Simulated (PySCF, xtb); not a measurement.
C4H7FSi, SMILES C[Si@H]1C=C[C@H]1F.

Harmonic wavenumbers (cm⁻¹) from GFN2-xTB (xtb) at its own minimum, in rising order: 101, 110, 117, 219, 302, 451, 527, 555, 604, 649, 735, 799, 814, 824, 846, 884, 987, 1037, 1074, 1133, 1241, 1281, 1362, 1465, 1470, 1601, 2226, 2918, 3040, 3041, 3043, 3071, 3089.

### Question
What does PySCF with PBE-D3(BJ)/def2-SVP give at its own minimum? (The exact figures need the calculation; the answer reports its results.)

### Answer
111, 121, 130, 242, 312, 446, 516, 574, 662, 678, 701, 763, 786, 801, 873, 957, 970, 992, 1059, 1115, 1211, 1242, 1284, 1375, 1380, 1551, 2126, 2970, 2978, 3039, 3077, 3089, 3134. Paired by order, the mean absolute difference is 36 cm⁻¹ and the zero-point energies are 59.5 and 59.0 kcal/mol.
